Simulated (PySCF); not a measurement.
B(Cl)(NCO)(OH) (CHBClNO2), SMILES O=C=NB(O)Cl.

Coordinates come from a TPSSh-D3(BJ)/def2-SVP optimisation. The structure was generated by enumeration, and PubChem lists no compound with its InChIKey, so it may never have been made. One conformer was computed; it need not be the lowest.

Computed with PySCF with TDDFT-PBE/def2-SVPD.

Vertical excitations.  State labels are in the subgroup Cs.

Computed lowest excited states:
```tsv
state	symmetry	energy (eV)	λ (nm)	f	main pairs
S1	A"	5.65	219	0.000	HOMO→LUMO 100 %
S2	A"	6.37	195	0.000	HOMO−2→LUMO 100 %
S3	A'	6.46	192	0.100	HOMO−1→LUMO 66 %, HOMO→LUMO+1 19 %
S4	A'	6.79	183	0.009	HOMO→LUMO+1 70 %, HOMO→LUMO+2 16 %
S5	A'	6.91	179	0.051	HOMO−3→LUMO 74 %
S6	A"	7.06	176	0.002	HOMO−1→LUMO+1 99 %
S7	A'	7.42	167	0.037	HOMO−2→LUMO+1 74 %, HOMO→LUMO+2 16 %
S8	A"	7.46	166	0.003	HOMO−3→LUMO+1 100 %
S9	A"	7.49	166	0.002	HOMO−1→LUMO+2 99 %
S10	A'	7.70	161	0.016	HOMO→LUMO+3 93 %
T1	A"	5.49	226	0	HOMO→LUMO 99 %
T2	A'	5.62	221	0	HOMO−1→LUMO 97 %
T3	A'	6.11	203	0	HOMO−3→LUMO 98 %
T4	A"	6.22	199	0	HOMO−2→LUMO 99 %
```
Triplets are in the Tamm–Dancoff approximation, which puts them higher than full response would, so one can lie above its singlet here.
